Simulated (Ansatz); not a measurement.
A further run on AlCu3⁻.

```yaml
crystal:
  periodic: [false, false, false]
  atoms:
    - {symbol: Al, position_ang: [-1.442391, 0.015949, -0.336666]}
    - {symbol: Cu, position_ang: [0.857461, -0.705035, -0.905496]}
    - {symbol: Cu, position_ang: [0.119241, -0.758357, 1.314454]}
    - {symbol: Cu, position_ang: [0.465688, 1.447453, -0.072292]}
basis:
  gaussian: {orbitals: "6-31G*", point_charges: [{charge: 1.00, position_ang: [5.663, 0.425, 0.295]}]}
total_charge: -1
magnetization: {spin_polarized: true, initial_magnetization: 1}
hamiltonian: {xc: {name: r2SCANh}, dispersion: d4}
accuracy: high
scf: {omitted_lower_state_checks: [starts]}
```

```sh
$ ansatz run in.yaml --threads 4 --pin off --events-out ev --progress --plain --max-ram 4787MiB
```

Output, abridged:

```
Functional definition: r2SCANh
2421 factors; integrals over basis functions are off by at most 3.9e-9 eV
mean field evaluation 1: about -140479.6084 eV, gradient 7.8e1 eV
mean field evaluation 2: about -140413.0333 eV, gradient 1.7e2 eV
mean field evaluation 4: about -140490.8889 eV, gradient 2.5e1 eV
mean field evaluation 8: about -140494.2152 eV, gradient 2.0e0 eV
mean field evaluation 16: about -140494.3532 eV, gradient 8.2e-2 eV
mean field evaluation 32: about -140494.3538 eV, gradient 1.1e-3 eV
mean field -140494.35381147 eV, -5163.0722720783 hartree, gradient 7.0e-8 eV, S^2 0.770167; 0 other end points of the search recorded, 0 dependent functions left out
reference -140494.35382172 eV, -5163.0722724547 hartree; 51, 50 occupied and 76, 77 virtual orbitals, 2421 factors
Total energy: -140494.38872978 eV, -5163.0735553022 hartree
Checks for a lower state left out: starts
```

Run time 42 s (4 threads of AMD EPYC 7B13 on a shared host), peak host memory 1.4 GiB.

The 6-31G sets use Cartesian d functions. The highest occupied level of an anion often lies above zero with these methods, and sets without diffuse functions describe the outer electron poorly.
